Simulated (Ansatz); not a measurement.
Total energies of TiO3H2 (the lowest singlet isomer of a short search) from Ansatz at PBE0-D4/def2-TZVPD, gas phase (1 Eh = 27.2114 eV = 2625.5 kJ/mol). The reference geometry is relaxed at PBE0-D4/def2-SVP.

```xyz
6

Ti   -0.149   -0.180    0.320
O    -1.625   -0.173   -0.665
O    -0.769   -1.302   -0.907
O     1.209    0.915    0.004
H     1.647    1.393   -0.705
H    -0.312   -0.653    1.953
```

```csv
state,geometry,energy (Eh)
charge 0 singlet,reference,-1076.00745
charge -1 doublet,reference,-1076.04112
free Ti atom (triplet),–,-849.14320
free O atom (triplet),–,-75.01925
free H atom (doublet),–,-0.50104
```

The structure holds one bond between oxygen atoms, so isomers without such links may lie far lower.

Work out the vertical electron affinity, to the doublet.

E(charge 0 singlet) − E(charge -1 doublet) = -1076.00745 − (-1076.04112) = 0.03367 Eh = 0.92 eV.

What is the binding energy per atom against free atoms?

Atoms: 1 × (-849.14320) + 3 × (-75.01925) + 2 × (-0.50104) = -1075.20303 Eh. Binding: -1075.20303 − (-1076.00745) = 0.80442 Eh = 21.89 eV, or 3.65 eV for each of 6 atoms (no zero-point energy, no counterpoise term).

At PBE0-D4/def2-TZVPD the highest occupied level of the charge -1 doublet lies above zero (up to 0.97 eV). By energy differences its removal costs 0.92 eV (vertical, to the charge 0 singlet, at PBE0-D4/def2-TZVPD); a positive level beside a positive removal energy at the same level points to self-interaction error. 

The structure comes from a short search, and lower isomers may exist.
